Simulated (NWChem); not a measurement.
Everything below was run with NWChem. System: HI, charge 0, spin multiplicity 1, displaced from the optimised geometry. Level: CCSD(T)/def2-SVP with def2 effective core potentials on I, 4 core orbitals frozen, spin-restricted.

The NWChem input:

```
start mol
memory heap 100 mb stack 700 mb global 1900 mb
geometry units angstroms nocenter noautoz noautosym
  I      0.000000     0.000000     2.479435
  H      0.000000     0.000000    -1.602562
end
basis spherical
  * library def2-svp
end
ecp
  I library def2-ecp
end
scf
  rhf
  nopen 0
  maxiter 100
  thresh 1e-7
  semidirect memsize 60000000 filesize 0
end
ccsd
  freeze core 4
  maxiter 60
end
task ccsd(t) energy
```

Output (cleaned and shortened):

```
             Northwest Computational Chemistry Package (NWChem) 7.3.0
             --------------------------------------------------------

                                NWChem Input Module
                                -------------------

 Scaling coordinates for geometry "geometry" by  1.889725989
 (inverse scale =  0.529177249)

                             Geometry "geometry" -> ""
                             -------------------------

 Output coordinates in angstroms (scale by  1.889725989 to convert to a.u.)

  No.       Tag          Charge          X              Y              Z
 ---- ---------------- ---------- -------------- -------------- --------------
    1 I                   53.0000     0.00000000     0.00000000     2.47943500
    2 H                    1.0000     0.00000000     0.00000000    -1.60256200

 Effective nuclear repulsion energy (a.u.)       6.8707532605

            Nuclear Dipole moment (a.u.)
            ----------------------------
        X                 Y               Z
 ---------------- ---------------- ----------------
     0.0000000000     0.0000000000   245.3005930345


 Summary of "ao basis" -> "" (spherical)
 ------------------------------------------------------------------------------
       Tag                 Description            Shells   Functions and Types
 ---------------- ------------------------------  ------  ---------------------
 *                          def2-svp                  on all atoms

 Summary of "ao basis" -> "ao basis" (spherical)
 ------------------------------------------------------------------------------
       Tag                 Description            Shells   Functions and Types
 ---------------- ------------------------------  ------  ---------------------
 I                          def2-svp                10       26   4s4p2d
 H                          def2-svp                 3        5   2s1p

                                 NWChem SCF Module
                                 -----------------

  ao basis        = "ao basis"
  functions       =    31
  atoms           =     2
  closed shells   =    13
  open shells     =     0
  charge          =   0.00
  wavefunction    = RHF
  use symmetry    = F
  symmetry adapt  = F

 Summary of "ao basis" -> "ao basis" (spherical)
 ------------------------------------------------------------------------------
       Tag                 Description            Shells   Functions and Types
 ---------------- ------------------------------  ------  ---------------------
 I                          def2-svp                10       26   4s4p2d
 H                          def2-svp                 3        5   2s1p

 Forming initial guess at       0.1s

      Superposition of Atomic Density Guess
      -------------------------------------

 Sum of atomic energies:        -347.62639888

      Non-variational initial energy
      ------------------------------

 Total energy =    -296.843565
 1-e energy   =    -524.390329
 2-e energy   =     224.305842
 HOMO         =      -0.341753
 LUMO         =      -0.195631

 Starting SCF solution at       0.3s

 ----------------------------------------------
         Quadratically convergent ROHF

 Convergence threshold     :          1.000E-07
 Maximum no. of iterations :          100
 Final Fock-matrix accuracy:          1.000E-09
 ----------------------------------------------

              iter       energy          gnorm     gmax       time
             ----- ------------------- --------- --------- --------
                 1     -296.8407363161  4.80D-01  2.13D-01      0.3
  Setting level-shift to   2.70 to force positive preconditioner
                 2     -296.8768995328  4.14D-01  2.02D-01      0.3
  Setting level-shift to   2.31 to force positive preconditioner
                 3     -296.9527267939  9.53D-01  2.75D-01      0.3
                 4     -296.9646691576  9.70D-01  2.91D-01      0.4
                 5     -296.9881833711  1.57D-01  6.77D-02      0.4
                 6     -296.9909466774  3.54D-03  2.25D-03      0.4
                 7     -296.9909486624  9.22D-06  3.57D-06      0.4
                 8     -296.9909486624  4.58D-09  2.05D-09      0.4

       Final RHF  results
       ------------------

         Total SCF energy =   -296.990948662377
      One-electron energy =   -524.489250161375
      Two-electron energy =    224.257380149719
 Nuclear repulsion energy =      3.240921349279

        Time for solution =      0.1s

             Final eigenvalues
             -----------------

              1
    1   -7.7542
    2   -5.6127
    3   -5.5966
    4   -5.5966
    5   -2.3068
    6   -2.3012
    7   -2.3012
    8   -2.2845
    9   -2.2845
   10   -0.8668
   11   -0.3801
   12   -0.3801
   13   -0.3219
   14   -0.1650
   15    0.4099
   16    0.5333
   17    0.5666
   18    0.5666
   19    0.5978
   20    0.6063
   21    0.6063
   22    0.6130
   23    0.6130

                       ROHF Final Molecular Orbital Analysis
                       -------------------------------------

 Vector   11  Occ=2.000000D+00  E=-3.800753D-01
              MO Center=  6.2D-15, -4.8D-15,  2.5D+00, r^2= 2.0D+00
   Bfn.  Coefficient  Atom+Function         Bfn.  Coefficient  Atom+Function
  ----- ------------  ---------------      ----- ------------  ---------------
    11      0.533349  1 I  px                14      0.480515  1 I  px
    12     -0.306737  1 I  py                15     -0.276352  1 I  py
     8     -0.215089  1 I  px                 5     -0.175157  1 I  px

 Vector   12  Occ=2.000000D+00  E=-3.800753D-01
[...]
    27     -0.705887  2 H  s                 28      0.602056  2 H  s
     3      0.318362  1 I  s                  4     -0.287374  1 I  s
    10     -0.255859  1 I  pz                 7     -0.215125  1 I  pz
    24      0.150524  1 I  d  0

 center of mass
 --------------
 x =   0.00000000 y =   0.00000000 z =   4.62467311

 moments of inertia (a.u.)
 ------------------
          59.496672853154           0.000000000000           0.000000000000
           0.000000000000          59.496672853154           0.000000000000
           0.000000000000           0.000000000000           0.000000000000

  Mulliken analysis of the total density
  --------------------------------------

    Atom       Charge   Shell Charges
 -----------   ------   -------------------------------------------------------
    1 I   25    25.09   1.83  0.22  1.26  0.70  2.94  3.11  2.39  2.65  9.83  0.17
    2 H    1     0.91   0.35  0.56  0.00

       Multipole analysis of the density wrt the origin
       ------------------------------------------------

     L   x y z        total         open         nuclear
     -   - - -        -----         ----         -------
     0   0 0 0      0.000000      0.000000     26.000000

     1   1 0 0     -0.000000      0.000000      0.000000
     1   0 1 0      0.000000      0.000000      0.000000
     1   0 0 1     -0.634000      0.000000    114.107916

     2   2 0 0    -22.246613      0.000000      0.000000
     2   1 1 0      0.000000      0.000000      0.000000
     2   1 0 1     -0.000000      0.000000      0.000000
     2   0 2 0    -22.246613      0.000000      0.000000
     2   0 1 1     -0.000000      0.000000      0.000000
     2   0 0 2    -19.521059      0.000000    558.007913

                   Four-Index Transformation
                   -------------------------
          Number of basis functions:             31
          Number of shells:                      13
          Number of occupied orbitals:           13
          Number of occ. correlated orbitals:     9
          Block length:                          16
          Superscript MO index range:      5 -   13
          Subscript MO index range:        5 -   31
          MO coefficients read from:  ./mol.movecs
          Number of operator matrices in core:   90
          Half-transformed integrals produced

     Pass:    1     Index range:    5  -   13     Time:      0.51
 ------------------------------------------
 MP2 Energy (coupled cluster initial guess)
 ------------------------------------------
 Reference energy:           -296.990948662376638
 MP2 Corr. energy:             -0.207465867429323
 Total MP2 energy:           -297.198414529805973

 ****************************************************************************
              the segmented parallel ccsd program:    1 nodes
 ****************************************************************************

 level of theory    ccsd(t)
 number of core         4
 number of occupied     9
 number of virtual     18
 number of deleted      0
 total functions       31
 number of shells      13
 basis label          566

   ***** ccsd parameters *****
   iprt   =     0
   convi  =  0.100E-05
   maxit  =    60
   mxvec  =     5
 memory            104849580
  Using  1 OpenMP thread(s) in CCSD
  IO offset    20.000000000000000
  IO error message >End of File
  file_read_ga: failing reading from ./mol.t2
  Failed reading restart vector from ./mol.t2
  Using MP2 initial guess vector

-------------------------------------------------------------------------
 iter     correlation     delta       rms       T2     Non-T2      Main
             energy      energy      error      ampl     ampl      Block
                                                time     time      time
-------------------------------------------------------------------------
   1     -0.2257355813 -2.257D-01  1.479D-01     0.35     0.00     0.33
   2     -0.2514989661 -2.576D-02  1.650D-01     0.35     0.00     0.32
   3     -0.2453524830  6.146D-03  4.889D-02     0.35     0.00     0.33
   4     -0.2515395781 -6.187D-03  3.843D-02     0.35     0.00     0.33
   5     -0.2521228031 -5.832D-04  1.157D-03     0.36     0.00     0.34
   6     -0.2521350506 -1.225D-05  6.042D-04     0.35     0.00     0.33
   7     -0.2521676870 -3.264D-05  2.173D-04     0.36     0.00     0.34
   8     -0.2521710531 -3.366D-06  6.046D-05     0.36     0.00     0.34
   9     -0.2521699698  1.083D-06  3.357D-05     0.36     0.00     0.34
  10     -0.2521704125 -4.426D-07  6.181D-06     0.35     0.00     0.33
  11     -0.2521704705 -5.799D-08  6.823D-07     0.34     0.00     0.32
                  *************converged*************
-------------------------------------------------------------------------

 -----------
 CCSD Energy
 -----------
 Reference energy:            -296.990948662376638
 CCSD corr. energy:             -0.252170470455721
 Total CCSD energy:           -297.243119132832362

 --------------------------------
 Spin Component Scaled (SCS) CCSD
 --------------------------------
 Same spin contribution:                 -0.029702445189565
 Same spin scaling factor:                1.130000000000000
 Opposite spin contribution:             -0.222468025266157
 Opposite spin scaling fact.:             1.270000000000000
 SCS-CCSD correlation energy:            -0.316098155152227
 Total SCS-CCSD energy:                -297.307046817528885
 memory            104849580

*********triples calculation*********

nkpass=    1; nvpass=    1; memdrv=          24318; memtrn=         369865; memavail=      104849404
 memory available/node                      104849404
 total number of virtual orbitals        18
 number of virtuals per integral pass    18
 number of integral evaluations           1
 number of occupied per triples pass      9
 number of triples passes                 1

 commencing integral evaluation        1 at           4.42
  symmetry use  F
task         2 out of        91 done   2%  at       0.1 secs
task         5 out of        91 done   5%  at       0.2 secs
task        10 out of        91 done  10%  at       0.2 secs
task        14 out of        91 done  15%  at       0.2 secs
task        19 out of        91 done  20%  at       0.3 secs
task        23 out of        91 done  25%  at       0.3 secs
task        28 out of        91 done  30%  at       0.3 secs
task        32 out of        91 done  35%  at       0.4 secs
task        37 out of        91 done  40%  at       0.4 secs
task        41 out of        91 done  45%  at       0.4 secs
task        46 out of        91 done  50%  at       0.4 secs
task        51 out of        91 done  56%  at       0.5 secs
task        55 out of        91 done  60%  at       0.5 secs
task        60 out of        91 done  65%  at       0.5 secs
task        64 out of        91 done  70%  at       0.5 secs
task        69 out of        91 done  75%  at       0.5 secs
task        73 out of        91 done  80%  at       0.5 secs
task        78 out of        91 done  85%  at       0.5 secs
task        82 out of        91 done  90%  at       0.6 secs
task        87 out of        91 done  95%  at       0.6 secs
task        91 out of        91 done 100%  at       0.6 secs
 commencing triples evaluation - blocking       1
 ccsd(t): done        1 out of       18 progress:    5.6%
 ccsd(t): done        2 out of       18 progress:   11.1%
 ccsd(t): done        3 out of       18 progress:   16.7%
 ccsd(t): done        4 out of       18 progress:   22.2%
 ccsd(t): done        5 out of       18 progress:   27.8%
 ccsd(t): done        6 out of       18 progress:   33.3%
 ccsd(t): done        7 out of       18 progress:   38.9%
 ccsd(t): done        8 out of       18 progress:   44.4%
 ccsd(t): done        9 out of       18 progress:   50.0%
 ccsd(t): done       10 out of       18 progress:   55.6%
 ccsd(t): done       11 out of       18 progress:   61.1%
 ccsd(t): done       12 out of       18 progress:   66.7%
 ccsd(t): done       13 out of       18 progress:   72.2%
 ccsd(t): done       14 out of       18 progress:   77.8%
 ccsd(t): done       15 out of       18 progress:   83.3%
 ccsd(t): done       16 out of       18 progress:   88.9%
 ccsd(t): done       17 out of       18 progress:   94.4%
 ccsd(t): done       18 out of       18 progress:  100.0%
 Time for integral evaluation pass     1        0.58
 Time for triples evaluation pass      1        0.16

 pseudo-e(mp4)  -0.23069965119720E-01
 pseudo-e(mp5)  -0.42391363080967E-03
        e(t)    -0.23493878750530E-01

 --------------
 CCSD(T) Energy
 --------------
 Reference energy:                    -296.990948662376638

 CCSD corr. energy:                     -0.252170470455721
 T(CCSD) corr. energy:                  -0.023069965119720
 Total CCSD+T(CCSD) energy:           -297.266189097952065

 CCSD corr. energy:                     -0.252170470455721
 (T) corr. energy:                      -0.023493878750530
 Total CCSD(T) energy:                -297.266613011582876

 routine      calls  cpu(0)   cpu-min  cpu-ave  cpu-max   i/o
 aoccsd          1     0.00     0.00     0.00     0.00    0.00
 iterdrv         1     0.01     0.01     0.01     0.01    0.00
 pampt          11     0.03     0.03     0.03     0.03    0.00
 t2pm           11     0.04     0.04     0.04     0.04    0.00
 sxy            11     0.03     0.03     0.03     0.03    0.00
 ints        88275     3.13     3.13     3.13     3.13    0.00
 t2eri        1001     0.32     0.32     0.32     0.32    0.00
 idx2         1001     0.11     0.11     0.11     0.11    0.00
 idx34          11     0.02     0.02     0.02     0.02    0.00
 ht2pm          11     0.05     0.05     0.05     0.05    0.00
 itm            11     0.14     0.14     0.14     0.14    0.00
 pdiis          11     0.01     0.01     0.01     0.01    0.00
 triples         1     0.00     0.00     0.00     0.00    0.00
 rdtrpo          1     0.00     0.00     0.00     0.00    0.00
 trpmos          1     0.58     0.58     0.58     0.58    0.00
 trpdrv          1     0.03     0.03     0.03     0.03    0.00
 dovvv       14580     0.04     0.04     0.04     0.04    0.00
 doooo       14580     0.02     0.02     0.02     0.02    0.00
 tengy       13122     0.05     0.05     0.05     0.05    0.00
 Total                 4.61     4.61     4.61     4.61    0.00

 Task  times  cpu:        5.5s     wall:        5.5s

 Total times  cpu:        5.6s     wall:        5.6s
```
